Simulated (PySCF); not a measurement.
BrH3SiSn, SMILES [SiH3][Sn][Br] (connectivity only; charge and spin as stated), neutral, multiplicity 1.

Geometry optimised at B3LYP-D3(BJ)/def2-SVP. The structure was generated by enumeration; whether it is a known compound was not checked. The def2 effective core potentials stand for the cores of Sn; spin–orbit coupling is left out.

Two levels are set side by side: PBE/def2-TZVPD (PySCF) and CAM-B3LYP/def2-TZVPD (PySCF). Same geometry, gas phase. Differences are taken from unrounded values.

| quantity | CAM-B3LYP | PBE | PBE minus CAM-B3LYP |
|---|---|---|---|
| orbital gap (eV) | 5.21 | 1.54 | -3.67 |
| highest occupied level (eV) | -7.66 | -5.59 | 2.07 |
| lowest empty level (eV) | -2.45 | -4.05 | -1.60 |
| dipole moment (D) | 3.01 | 2.62 | -0.39 |
| mean polarisability (bohr³) | 103.8 | 108.9 | 5.1 |

Without exact exchange PBE keeps part of each electron's self-repulsion, which lifts occupied levels and narrows the gap. Loosely held outer electrons make PBE densities more polarisable. Differences between two approximate levels are no errors against the true value.

Rough cost on one machine, each run with all the roots and properties that it gave: CAM-B3LYP against PBE within a factor of 2.
